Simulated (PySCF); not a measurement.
A structure optimised at PBE-D3(BJ)/def2-SVP, used in a PySCF frequency run:

```xyz
9

C     -2.3881    -1.1501     0.0000
O     -0.9740    -1.3197     0.0000
Si     0.1102    -0.0795     0.0000
Cl    -0.1374     1.1052    -1.6698
Cl     1.9740    -0.9205     0.0000
Cl    -0.1374     1.1052     1.6698
H     -2.8501    -2.1562     0.0000
H     -2.7288    -0.5993     0.9036
H     -2.7288    -0.5993    -0.9036
```
Charge 0, spin multiplicity 1.

Task: Write its SMILES, formula and point group.

Result: CO[Si](Cl)(Cl)Cl, CH3Cl3OSi, Cs

Task: What are its rotational constants (standard atomic weights)?

Result: 1.3915, 1.2272, 1.1298 GHz
